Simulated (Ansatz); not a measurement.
PtS2, relaxed as a singlet with RKS r2SCAN-D4/def2-TZVP in Ansatz, starting from the GFN2-xTB geometry. Force threshold 0.02 eV/Å.

In the def2 sets Pt takes a core potential; there is no spin–orbit coupling. The restricted singlet is unstable towards broken spin symmetry in Hartree–Fock (as tested in another run); at r2SCAN-D4/def2-TZVP this wasn't settled. The relaxation made no stability test and no search for a lower SCF solution. No other spin state of charge 0 was run. Another isomer (singlet) lies 0.11 eV lower at PBE0-D4/def2-TZVP; other spin states weren't run for this one.

Start:

```xyz
3

Pt   -1.087   -0.683    0.439
S     0.906   -0.506   -0.643
S     0.181    1.189    0.204
```

```
step  energy (eV)  largest force component (eV/Å)  SCF passes
   1  -24918.7623                           0.498          18
   2  -24918.7761                           0.028          22
   3  -24918.7762                           0.002          24
```

Force components are those of the run's own axes.

End:

```
atom    x (Å)    y (Å)    z (Å)
 Pt1  -1.0694  -0.6721   0.4314
  S2   0.9010  -0.5216  -0.6442
  S3   0.1684   1.1937   0.2128
```

By distances, no bond broke or formed. The bond that changes most is Pt1–S2, from 2.27 to 2.25 Å (atoms count from 1).

No frequencies were taken in this run, so the end may be a saddle point.

It took 3.5 s on 4 threads of Arm Neoverse V2 on a shared host.
